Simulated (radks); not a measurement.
The numbers below are computed, except where a source is named.
Species: the xenon ion Xe6+. Configuration: [Kr] 4d10 5s2. Code: a radial shooting solver on a logarithmic mesh with Libxc functionals. Model: non-relativistic Kohn-Sham, PBE, spin-polarised, spherical densities, point nucleus; relativity is left out, which matters for an element this heavy.

Unscreened Slater integrals over Kohn-Sham orbitals (cm^-1). They are taken over the spin-up orbitals.

integral    value
F0(5s,5s)  116410
F0(5s,4d)  141140
G2(5s,4d)   16122
F0(5s,4p)  143310
G1(5s,4p)   11362
F0(5s,4s)  144070
G0(5s,4s)  8085.3
F0(4d,4d)  230550
F2(4d,4d)  117600
F4(4d,4d)   78441
F0(4d,4p)  241650
F2(4d,4p)  124230
G1(4d,4p)  158110
G3(4d,4p)   98639
F0(4d,4s)  245770
G2(4d,4s)  122000
F0(4p,4p)  254650
F2(4p,4p)  134110
F0(4p,4s)  259450
G1(4p,4s)  177590
F0(4s,4s)  264580
